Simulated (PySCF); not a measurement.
# Excitation energy of F⁺ by level of theory

F⁺ [He] 2s2 2p4 (3P) → F⁺ [He] 2s2 2p3 3s1 (5S), as a difference of total energies. Calculation: PySCF 2.14, in aug-cc-pwCVDZ (5s4p2d, 27 functions); the non-relativistic Hamiltonian (point nucleus). Correlated levels: valence: 1s2 frozen. The calculations carry no spin-orbit coupling.

```csv
method,excitation energy (eV),error (eV)
UHF,20.730,-1.132
MP2 (valence),21.388,-0.474
SCS-MP2 (valence),21.465,-0.397
CCSD (valence),21.346,-0.516
CCSD(T) (valence),21.356,-0.506
CCSDT (valence),21.356,-0.506
```

Reference: 21.862 eV (measured; NIST levels, between the centres of gravity of the two terms).

Errors of the correlated levels include the incompleteness of this basis and the frozen core.
